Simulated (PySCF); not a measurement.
Isomers of C6H8O2S, mass 144.025 u with the commonest isotopes. Level of theory: PBE0/pcSseg-1 in PySCF (dipole) on a GFN2-xTB geometry, gas phase. One conformer each, none proved a minimum here; rigid rotors.

Problem. Order these by rotational constant A, largest first.
A. `[CH:1]#[C:2][CH2:3]/[CH:4]=[CH:5]\[S:6]([CH3:7])(=[O:8])=[O:9]` with C2–C3–C4–C5 -99°, C4–C5–S6–C7 76°
B. `[CH3:1][O:2][c:3]1[cH:4][cH:5][s:6][c:7]1[CH2:8][OH:9]` with C1–O2–C3–C4 1°, S6–C7–C8–O9 -135°, C7–C8–O9–H -51°
C. `[CH3:1][C@@:2]1([O:3][CH:4]=[O:5])[CH2:6][CH2:7][C:8]1=[S:9]` with C1–C2–O3–C4 71°, C2–O3–C4–O5 1°
D. `[CH3:1][S@@:2](=[O:3])[C@H:4]1[CH2:5][CH:6]=[CH:7][C:8]1=[O:9]` with C1–S2–C4–C5 -174°, S2–C4–C5–C6 104°, C4–C5–C6–C7 8°, C6–C7–C8–O9 174°, S2–C4–C8–C7 -102°

Solution. A (2654 MHz), C (2546 MHz), D (2155 MHz), B (1758 MHz).

Problem. Order these by rotational constant B, largest first.
A. `[CH3:1][S@@:2](=[O:3])[C@H:4]1[CH2:5][CH:6]=[CH:7][C:8]1=[O:9]` with C1–S2–C4–C5 -174°, S2–C4–C5–C6 104°, C4–C5–C6–C7 8°, C6–C7–C8–O9 174°, S2–C4–C8–C7 -102°
B. `[CH:1]#[C:2][CH2:3]/[CH:4]=[CH:5]\[S:6]([CH3:7])(=[O:8])=[O:9]` with C2–C3–C4–C5 -99°, C4–C5–S6–C7 76°
C. `[CH3:1][C@@:2]1([O:3][CH:4]=[O:5])[CH2:6][CH2:7][C:8]1=[S:9]` with C1–C2–O3–C4 71°, C2–O3–C4–O5 1°

Solution. A (1366 MHz), C (966.2 MHz), B (941.6 MHz).

Problem. Order these by out-of-plane moment Σ m c² = (Ia + Ib − Ic)/2, smallest first.
A. `[CH3:1][C@@:2]1([O:3][CH:4]=[O:5])[CH2:6][CH2:7][C:8]1=[S:9]` with C1–C2–O3–C4 71°, C2–O3–C4–O5 1°
B. `[CH3:1][S@@:2](=[O:3])[C@H:4]1[CH2:5][CH:6]=[CH:7][C:8]1=[O:9]` with C1–S2–C4–C5 -174°, S2–C4–C5–C6 104°, C4–C5–C6–C7 8°, C6–C7–C8–O9 174°, S2–C4–C8–C7 -102°
C. `[CH:1]#[C:2][CH2:3]/[CH:4]=[CH:5]\[S:6]([CH3:7])(=[O:8])=[O:9]` with C2–C3–C4–C5 -99°, C4–C5–S6–C7 76°
D. `[CH3:1][O:2][c:3]1[cH:4][cH:5][s:6][c:7]1[CH2:8][OH:9]` with C1–O2–C3–C4 1°, S6–C7–C8–O9 -135°, C7–C8–O9–H -51°

Solution. D (10.20 u·Å²), B (63.61 u·Å²), A (68.03 u·Å²), C (68.43 u·Å²).

```csv
SMILES,point group,Ia (u·Å²),Ib (u·Å²),Ic (u·Å²),κ,μa (D),μb (D),μc (D)
C[S@@](=O)[C@H]1CC=CC1=O,C1,234.52,370.08,477.37,-0.44,0.95,1.44,2.94
C#CC/C=C\S(C)(=O)=O,C1,190.43,536.71,590.27,-0.90,3.93,0.46,2.41
C[C@@]1(OC=O)CCC1=S,C1,198.52,523.06,585.52,-0.88,0.12,1.33,0.07
COc1ccsc1CO,C1,287.42,365.79,632.80,0.21,0.78,3.26,0.72
```
